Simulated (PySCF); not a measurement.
Some computed properties have been withheld. Give your best values.

Species: C3H12OSi2.
SMILES with atom numbers: `[CH3:1][CH2:2][Si@H:3]([CH3:4])[O:5][SiH3:6]` (hydrogens: H7, H8, H9 on C1; H10, H11 on C2; H12 on Si3; H13, H14, H15 on C4; H16, H17, H18 on Si6)

Cartesian coordinates in Å at the GFN2-xTB level; atoms count from 1:
```
atom  x, y, z in Å
C1    -1.1053   -1.9674   -0.0500
C2    -1.4298   -0.5565   -0.5295
Si3   -0.2395    0.7553    0.1721
C4    -0.6198    2.4762   -0.5270
O5     1.2849    0.3802   -0.2549
Si6    2.5772   -0.4647   -0.7364
H7    -1.7799   -2.6975   -0.4954
H8    -1.1966   -2.0338    1.0318
H9    -0.0852   -2.2328   -0.3201
H10   -2.4569   -0.3150   -0.2523
H11   -1.3938   -0.5406   -1.6212
H12   -0.2405    0.7441    1.6400
H13    0.1153    3.1997   -0.1895
H14   -1.5959    2.8220   -0.2034
H15   -0.6105    2.4826   -1.6131
H16    2.9011   -1.4247    0.3188
H17    2.2395   -1.1535   -1.9832
H18    3.6266    0.5329   -0.9279
```

```json
{"property": "point group of the GFN2-xTB geometry", "level": "GFN2-xTB", "value": "C1"}
{"property": "rotational constants A, B, C of the GFN2-xTB geometry", "level": "GFN2-xTB", "value": "?"}
{"property": "dipole moment", "level": "PBE0/def2-SVPD", "value": "0.79 D"}
{"property": "HOMO energy", "level": "PBE0/def2-SVPD", "value": "?"}
{"property": "LUMO energy", "level": "PBE0/def2-SVPD", "value": "?"}
{"property": "lowest singlet excitation", "level": "TDDFT PBE0/def2-SVPD", "value": "6.91 eV (180 nm, f = 0.001)"}
{"property": "strongest line among the 6 lowest singlet transitions", "level": "TDDFT PBE0/def2-SVPD", "value": "S5 at 7.94 eV (156 nm, f = 0.029)"}
{"property": "lowest triplet excitation (Tamm–Dancoff)", "level": "TDA PBE0/def2-SVPD", "value": "?"}
{"property": "static isotropic polarisability", "level": "PBE0/def2-SVPD", "value": "?"}
{"property": "electronic spatial extent ⟨r²⟩ about the centre of nuclear charge", "level": "PBE0/def2-SVPD", "value": "1196 bohr²"}
{"property": "13C chemical shifts (computed TMS as zero) by class", "level": "GIAO PBE0/pcSseg-1", "value": "?"}
{"property": "1H chemical shifts (computed TMS as zero) by class", "level": "GIAO PBE0/pcSseg-1", "value": "?"}
{"property": "isotropic shieldings of nuclei other than C and H, by class", "level": "GIAO PBE0/pcSseg-1", "value": "319 (O5), 351 (Si3), 394 (Si6) ppm"}
```

Gas-phase values; electronic properties from PySCF, density fitting. One conformer (not necessarily the lowest) at the GFN2-xTB geometry, without solvent or vibrations. NMR classes are plain means over equivalent atoms (diastereotopic ones count apart unless rotation or inversion swaps them), as if these changed places fast; in this geometry the members of some classes differ.

Question: The 1H chemical shifts (computed TMS as zero) by class?

Answer: 5.18 (H16/H17/H18), 5.08 (H12), 1.22 (H7/H8/H9), 0.82 (H11), 0.43 (H10), 0.13 (H13/H14/H15) ppm.

Question: Give the HOMO energy.

Answer: -7.86 eV.

Question: What is the LUMO energy?

Answer: 0.20 eV.

Question: What are the rotational constants A, B, C of the GFN2-xTB geometry?

Answer: 2.408, 1.620, 1.057 GHz.

Question: Give the static isotropic polarisability.

Answer: 90.9 au.

Question: What are the 13C chemical shifts (computed TMS as zero) by class?

Answer: 13.1 (C2), 10.3 (C1), 0.8 (C4) ppm.

Question: What is the lowest triplet excitation (Tamm–Dancoff)?

Answer: 6.69 eV.

The largest Löwdin shares of the HOMO are 0.26 on C2, 0.17 on O5, 0.16 on Si3 and 0.09 on C4. The 6 singlets span 6.91 to 8.00 eV, and their oscillator strengths add up to 0.08. The vertical singlet–triplet gap S1 − T1 is 0.22 eV (TDDFT singlet less Tamm–Dancoff triplet; S1: HOMO→LUMO, weight 0.95; T1: HOMO→LUMO, weight 0.85).

For the NMR shielding job (PBE0/pcSseg-1), time: 22 s; peak memory 0.80 GiB. Hardware: Arm Neoverse V1, one thread (shared host).
